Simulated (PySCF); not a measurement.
## Ionisation energy of Hg⁷⁴⁺ by level of theory

Hg⁷⁴⁺ [He] 2s2 2p2 [2p1/2^2, M_J = 0] → Hg⁷⁵⁺ [He] 2s2 2p1 [2p1/2^1, M_J = 1/2], as a difference of total energies. Calculation: PySCF 2.14, in an uncontracted even-tempered set (16 s from 64 bohr⁻², ratio 2.4; 13 p from 83 bohr⁻², ratio 2.4; 5 d from 270 bohr⁻², ratio 2.6; 4 f from 400 bohr⁻², ratio 2.6); the two-component X2C-1e Hamiltonian. Correlated levels: nothing frozen; the 28 highest virtual spinors dropped. "Screened" scales the spin-orbit matrix elements by Boettger's factors to mimic the two-electron term; Breit and QED terms are absent.

```tsv
method	ionisation energy (eV)
GHF (spin-free)	20709.7
GMP2 (spin-free)	20709.9
GHF (screened spin-orbit)	22161.0
GMP2 (screened spin-orbit)	22163.2
```

**Question.** How much does correlation contribute at GMP2 (screened spin-orbit)?

**Answer.** 22163.2 − (22161.0) = 2.2 eV, measured against GHF (screened spin-orbit).

For this ion Breit and QED terms and the two-electron picture change, all absent here, outweigh the correlation shift from GHF to GMP2.

The spin-free rows relax to the high-spin LS determinant and lack the spin-orbit shift.

The labels give the starting determinants; with spin-orbit coupling the two ends relaxed to ⟨J²⟩ = 0.00, ⟨L²⟩ = 1.33, ⟨S²⟩ = 1.33 and ⟨J²⟩ = 0.75, ⟨L²⟩ = 2.00, ⟨S²⟩ = 0.75.

For comparison: 22120 ± 90 eV (theoretical estimate listed by NIST; NIST Atomic Spectra Database, ionization energies).
